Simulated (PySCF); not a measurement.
# Distorted geometries of [Hf2]+

[Hf2]+ (doublet). PySCF 2.14.0, UKS BP86, Hf def2-SVP with ECP60; non-relativistic Hamiltonian with scalar-relativistic core potentials where named; density fitting; no spin-orbit coupling. Relaxed geometry:

```xyz
2

Hf    0.0000    0.0000    1.1965
Hf    0.0000    0.0000   -1.1965
```

Task: Order these distorted geometries by energy above the relaxed one, lowest first.
A.
```xyz
2

Hf   -0.0233   -0.0093    1.2514
Hf    0.0233    0.0093   -1.2514
```
B.
```xyz
2

Hf   -0.0260    0.0657    1.1566
Hf    0.0260   -0.0657   -1.1566
```
C.
```xyz
2

Hf   -0.0105    0.0404    1.2095
Hf    0.0105   -0.0404   -1.2095
```

Result: C (0.01 eV), B (0.05 eV), A (0.10 eV).

Task: Which forces (eV/Å) act in the one that lies 0.01 eV up?

Result: 
```
Hf   0.00 -0.01 -0.47
Hf   0.00  0.01  0.47
```
Forces carry noise of the integration grid, about 0.01 to 0.03 eV/Å.

Open shells may have lower solutions than the one found.
